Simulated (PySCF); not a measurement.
**J couplings in SMILES C[C@@H](F)[GeH3], C$_{2}$H$_{7}$FGe**

Geometry:
```csv
atom,x (Å),y (Å),z (Å)
C1,-1.490,0.190,-0.358
C2,-0.157,0.894,-0.274
F3,-0.112,1.656,0.886
Ge4,1.398,-0.331,-0.231
H5,-2.310,0.923,-0.305
H6,-1.580,-0.356,-1.309
H7,-1.618,-0.527,0.467
H8,-0.041,1.586,-1.127
H9,1.493,-1.104,-1.562
H10,2.688,0.474,-0.010
H11,1.204,-1.329,0.926
```

Method: indirect couplings at PBE0/pcJ-1 (dyall-v2z on Ge), isolated molecule, finite nuclei, PBE0-D3(BJ)/def2-SVP geometry; PySCF 2.14.0.

Non-relativistic values:
```
    coupling             atoms  J (Hz)
1J(73Ge,13C)          Ge4 – C2   -23.2
 1J(73Ge,1H)  Ge4 – H9/H10/H11   -82.5
2J(73Ge,13C)          Ge4 – C1    -0.5
2J(73Ge,19F)          Ge4 – F3   -13.3
 2J(73Ge,1H)          Ge4 – H8    -0.8
 3J(73Ge,1H)    Ge4 – H5/H6/H7    -3.7
```

Q: What do two-component X2C with spin–orbit coupling give?

A: 
```
    coupling             atoms  with spin–orbit (Hz)
1J(73Ge,13C)          Ge4 – C2                 -24.4
 1J(73Ge,1H)  Ge4 – H9/H10/H11                 -90.4
2J(73Ge,13C)          Ge4 – C1                  -0.6
2J(73Ge,19F)          Ge4 – F3                 -15.3
 2J(73Ge,1H)          Ge4 – H8                  -1.3
 3J(73Ge,1H)    Ge4 – H5/H6/H7                  -4.2
```

The largest listed coupling, 1J(73Ge,1H), ends at 1.10 times its non-relativistic value. Equivalent partners are averaged, as under fast rotation. In the static structure 3J(73Ge,1H) spreads over -9.2, -0.1, -3.4 Hz.
